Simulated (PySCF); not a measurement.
**Deuteron quadrupole couplings in `C=C[Si@@H]1O[Si@](C)(Cl)C1=C`**

C₅H₉ClOSi₂.
Numbering: `[CH2:1]=[CH:2][Si@@H:3]1[O:4][Si@:5]([CH3:6])([Cl:7])[C:8]1=[CH2:9]` (hydrogens: H10, H11 on C1; H12 on C2; H13 on Si3; H14, H15, H16 on C6; H17, H18 on C9)

Geometry (GFN2-xTB, Å), atoms numbered from 1 in this order:
```xyz
18
C5H9ClOSi2 angstrom
C      3.6555    0.1461   -0.0107
C      2.4553    0.4549   -0.4747
Si     0.9145   -0.5606   -0.1655
O     -0.1603   -0.4030   -1.4403
Si    -1.4801    0.2868   -0.7070
C     -3.0145   -0.8029   -0.8544
Cl    -1.7859    2.1075   -1.5014
C     -0.4513    0.2482    0.8932
C     -0.6078    0.6292    2.1485
H      4.5261    0.7561   -0.1968
H      3.8215   -0.7415    0.5774
H      2.3413    1.3583   -1.0625
H      1.1114   -1.9869    0.0562
H     -2.8724   -1.7478   -0.3411
H     -3.2343   -1.0177   -1.8959
H     -3.8814   -0.3110   -0.4265
H      0.1708    0.4984    2.8861
H     -1.5172    1.0922    2.5037
```

Level: PBE0/pcSseg-1 (PySCF, non-relativistic); Q(2H) = 0.00286 b; rigid geometry, the same for H and D, with no vibrational averaging.

Problem. Rank these positions by the coupling χzz of a deuteron there, largest first.
A. H16 (methyl hydrogen)
B. H11 (vinylic hydrogen)
C. H13 (Si–H hydrogen)

Solution. B (224 kHz), A (219 kHz), C (111 kHz).

Problem. What are Vzz, η and χzz (234.96 MHz × Q × Vzz) at all hydrogens?

Solution. 
```json
{"atom": "H10", "bonded to": "C1", "bond length (Å)": "1.079", "Vzz (au)": "0.3308", "η": "0.03", "χzz (kHz)": "222"}
{"atom": "H11", "bonded to": "C1", "bond length (Å)": "1.078", "Vzz (au)": "0.3328", "η": "0.05", "χzz (kHz)": "224"}
{"atom": "H12", "bonded to": "C2", "bond length (Å)": "1.084", "Vzz (au)": "0.3241", "η": "0.04", "χzz (kHz)": "218"}
{"atom": "H13", "bonded to": "Si3", "bond length (Å)": "1.457", "Vzz (au)": "0.1654", "η": "0.02", "χzz (kHz)": "111"}
{"atom": "H14", "bonded to": "C6", "bond length (Å)": "1.085", "Vzz (au)": "0.3257", "η": "0.00", "χzz (kHz)": "219"}
{"atom": "H15", "bonded to": "C6", "bond length (Å)": "1.086", "Vzz (au)": "0.3237", "η": "0.01", "χzz (kHz)": "217"}
{"atom": "H16", "bonded to": "C6", "bond length (Å)": "1.085", "Vzz (au)": "0.3261", "η": "0.00", "χzz (kHz)": "219"}
{"atom": "H17", "bonded to": "C9", "bond length (Å)": "1.080", "Vzz (au)": "0.3284", "η": "0.03", "χzz (kHz)": "221"}
{"atom": "H18", "bonded to": "C9", "bond length (Å)": "1.081", "Vzz (au)": "0.3281", "η": "0.03", "χzz (kHz)": "220"}
```

Problem. Average by the element that carries the hydrogen.

Solution. on C: 220 kHz over 8 positions, mean bond length 1.082 Å; on Si: 111 kHz over 1 position, mean bond length 1.457 Å.

Problem. How does χzz go with the bond length over the 8 C–H bonds?

Solution. A straight-line fit has a slope of -6.7 kHz for each 0.01 Å, with a correlation coefficient of -0.95, over lengths from 1.078 to 1.086 Å. The longer bonds have the smaller couplings here.

Problem. Give the 2H NMR doublet splittings at H10 for a magnetic field along the z, y and x axes of the gradient: 3χ/2, 3χ(1 + η)/4, 3χ(1 − η)/4.

Solution. With |χ| = 222.3 kHz and η = 0.033: 333, 172 and 161 kHz, to first order and without motion.

Isolated species at its GFN2-xTB geometry (one conformer only). GFN2-xTB bond lengths can be off by several hundredths of an ångström, more for odd bonds, and the gradients follow them. A larger basis could move these couplings by a tenth or more.
